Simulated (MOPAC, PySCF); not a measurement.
H4OSi2, SMILES `O[SiH]=[SiH2]` (H–O–Si–Si torsion 31°), neutral singlet in the gas phase. 

Cartesian coordinates (Å):
SMILES: [SiH](O)=[SiH2]
```xyz
7

O      1.9132     0.3666    -0.4021
Si     0.5938    -0.5383    -0.0189
Si    -1.5184     0.1241    -0.1605
H      1.8518     1.3183    -0.2729
H      1.0129    -1.9253    -0.3290
H     -1.6061     1.4816     0.4547
H     -2.2472    -0.8271     0.7287
```
Charge 0, multiplicity 1.

All levels are single points at this geometry (B3LYP-D3(BJ)/def2-TZVP); Pople sets use spherical d functions. Orbital energies aren't observables, and empty levels follow the basis.

B3LYP/LANL2DZ in PySCF gives HOMO (eV) = -6.01.

### Question
Estimate the HOMO (eV) from each of these levels: B3LYP-D3(BJ)/def2-TZVP in PySCF; PBE-D3(BJ)/def2-TZVP in PySCF; B3LYP/3-21G in PySCF; B3LYP/6-311+G** in PySCF; B3LYP/6-31G* in PySCF; SVWN5/6-31G* in PySCF; HF/STO-3G in PySCF; PM7 in MOPAC.

### Answer

| level | HOMO (eV) |
|---|---|
| B3LYP-D3(BJ)/def2-TZVP in PySCF | -5.86 |
| PBE-D3(BJ)/def2-TZVP in PySCF | -5.21 |
| B3LYP/3-21G in PySCF | -5.75 |
| B3LYP/6-311+G** in PySCF | -5.93 |
| B3LYP/6-31G* in PySCF | -5.73 |
| SVWN5/6-31G* in PySCF | -5.17 |
| HF/STO-3G in PySCF | -4.07 |
| PM7 in MOPAC | -8.00 |
